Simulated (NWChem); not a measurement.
Molecule: WHO₃Cl; SMILES [O]=[W](=[O])([OH])[Cl]

```xyz
6

W      0.0349    -0.1933    -0.0031
O      0.8382    -0.6972     1.4045
O      0.9930    -0.6873    -1.3151
Cl    -0.1267     2.0838    -0.0010
O     -1.6259    -1.0468    -0.1173
H     -2.0700    -1.6666     0.4718
```
Atoms are numbered in this order, from 1.

Computed with NWChem. Coordinates come from a PBE0/def2-SVP optimisation. def2 effective core potentials on W; no spin-orbit coupling.

Question: Taking Hartree-Fock/def2-TZVPP as the yardstick, which of these has the fewest basis functions while keeping “dipole (D)” within 0.05 D of it: Hartree-Fock/def2-TZVP; Hartree-Fock/def2-SVPD; Hartree-Fock/def2-SVP?

Answer: Hartree-Fock/def2-TZVP.
```tsv
level	basis functions	dipole (D)
Hartree-Fock/def2-SVP	97	3.66
Hartree-Fock/def2-SVPD	139	3.52
Hartree-Fock/def2-TZVP	176	3.60
Hartree-Fock/def2-TZVPP	205	3.59
```

The yardstick is one finite set, not the basis-set limit.
